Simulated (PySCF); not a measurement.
Job file and geometry (Å, from GFN2-xTB) of an NMR shielding run on SMILES C=C=C[C@H](CF)C[SiH2]C, C7H13FSi, PySCF, GIAO PBE0/pcSseg-1 NMR shielding, non-relativistic, gas phase; density fitting, a coarse starting grid and PySCF grid level 2 are the driver's defaults:

```
$ OMP_NUM_THREADS=1 python probes_run.py task.json out

{"job": {"kind": "nmr", "xc": "PBE0", "basis": "pcSseg-1"}, "charge": 0, "multiplicity": 1}
C     -3.830032     1.475582    -0.394498
C     -2.884283     0.769714     0.136280
C     -1.924807     0.062410     0.645791
C     -0.729153    -0.427032    -0.133919
C     -0.661626    -1.947421    -0.019388
F      0.173319    -2.470023    -0.979189
C      0.542161     0.242511     0.388998
Si     2.154988    -0.313079    -0.473835
C      3.483006     0.969816    -0.027307
H     -4.712629     1.019058    -0.813443
H     -3.784188     2.552435    -0.429688
H     -1.931394    -0.191919     1.698372
H     -0.862385    -0.178314    -1.191172
H     -1.645443    -2.400654    -0.184655
H     -0.261390    -2.261140     0.950273
H      0.617775     0.057295     1.463435
H      0.422173     1.321715     0.271930
H      1.956121    -0.340734    -1.925333
H      2.577942    -1.624562     0.027588
H      3.236477     1.953483    -0.415311
H      4.443431     0.686512    -0.444586
H      3.609528     1.063731     1.047240
```

**Question.** What does the program print?

**Answer.** 
```
coarse grid: 18376 points
cycle   1  E = -663.0966372320  dE =  8.629e-01  |g| = 6.004e-01  |ddm| = 4.233e+00
cycle   2  E = -663.0736271368  dE =  2.301e-02  |g| = 7.287e-01  |ddm| = 1.039e+00
cycle   3  E = -663.1742547028  dE = -1.006e-01  |g| = 8.301e-02  |ddm| = 5.921e-01
cycle   4  E = -663.1753056174  dE = -1.051e-03  |g| = 3.210e-02  |ddm| = 8.574e-02
cycle   5  E = -663.1755073896  dE = -2.018e-04  |g| = 1.025e-02  |ddm| = 3.847e-02
cycle   6  E = -663.1755321859  dE = -2.480e-05  |g| = 3.637e-03  |ddm| = 1.251e-02
cycle   7  E = -663.1755354989  dE = -3.313e-06  |g| = 8.297e-04  |ddm| = 3.476e-03
final grid: 171824 points
cycle   8  E = -663.2367092251  dE = -5.005e-05  |g| = 9.200e-03  |ddm| = 4.210e-02
cycle   9  E = -663.2367013199  dE =  7.905e-06  |g| = 1.126e-02  |ddm| = 1.730e-02
cycle  10  E = -663.2367298732  dE = -2.855e-05  |g| = 1.337e-03  |ddm| = 9.651e-03
cycle  11  E = -663.2367301862  dE = -3.129e-07  |g| = 3.031e-04  |ddm| = 1.309e-03
cycle  12  E = -663.2367302016  dE = -1.547e-08  |g| = 1.405e-04  |ddm| = 3.352e-04
cycle  13  E = -663.2367302065  dE = -4.831e-09  |g| = 3.019e-05  |ddm| = 1.432e-04
cycle  14  E = -663.2367302067  dE = -1.983e-10  |g| = 9.611e-06  |ddm| = 3.508e-05
converged SCF energy = -663.2367302067

GIAO shielding tensors (ppm)
atom      isotropic    diamagn.    paramagn.     s11        s22        s33       span
  0 C      108.498     261.438    -152.940     22.316    132.141    171.037    148.721
  1 C      -32.686     262.537    -295.223    -67.305    -40.230      9.476     76.781
  2 C       89.111     262.539    -173.428      0.208    112.437    154.688    154.479
  3 C      141.305     246.954    -105.649    131.151    139.674    153.089     21.939
  4 C       94.770     244.858    -150.088     57.771     83.370    143.169     85.398
  5 F      408.780     475.374     -66.594    371.008    394.114    461.218     90.210
  6 C      163.191     255.699     -92.508    146.867    155.660    187.046     40.178
  7 Si     390.781     881.363    -490.582    360.778    390.482    421.084     60.306
  8 C      192.052     252.398     -60.347    188.586    190.985    196.583      7.997
  9 H       26.747      27.937      -1.189     24.530     25.176     30.537      6.006
 10 H       26.757      31.302      -4.544     24.497     25.290     30.485      5.987
 11 H       26.807      31.039      -4.232     24.644     25.551     30.225      5.582
 12 H       29.169      34.467      -5.298     26.210     28.218     33.080      6.871
 13 H       26.864      29.986      -3.121     21.843     28.421     30.330      8.487
 14 H       27.402      31.284      -3.882     23.722     27.915     30.569      6.848
 15 H       31.043      34.977      -3.934     27.078     30.845     35.205      8.126
 16 H       30.710      35.656      -4.947     25.314     31.102     35.713     10.399
 17 H       27.539      30.953      -3.414     23.616     27.366     31.636      8.020
 18 H       27.473      30.568      -3.095     23.256     27.508     31.655      8.399
 19 H       31.703      31.238       0.465     27.098     29.590     38.422     11.324
 20 H       31.637      27.341       4.296     26.852     28.258     39.802     12.950
 21 H       31.690      30.621       1.069     27.107     29.686     38.279     11.172
```

**Question.** Turn these shieldings into chemical shifts. Scale: TMS for 13C (σ = 186.93 ppm), 29Si (σ = 349.16 ppm), 1H (σ = 31.72 ppm); 19F (σ = 170.95 ppm) against CFCl3 (reference shieldings calculated alike).

**Answer.** Averaging equivalent atoms: C 1: 219.6; C 2: 97.8; C 4: 92.2; C 0: 78.4; C 3: 45.6; C 6: 23.7; C 8: -5.1; F 5: -237.8; Si 7: -41.6; H 9/10: 4.96; H 11: 4.91; H 13: 4.85; H 14: 4.32; H 18: 4.24; H 17: 4.18; H 12: 2.55; H 16: 1.01; H 15: 0.67; H 19/20/21: 0.04 ppm. Unscaled 19F shifts against computed CFCl3 carry errors that often reach 10 to 50 ppm.

Size and cost of the density-fitted run: 225 basis functions, 45 s wall time on 1 thread of an Arm Neoverse V2, shared host; peak memory 1.1 GiB.
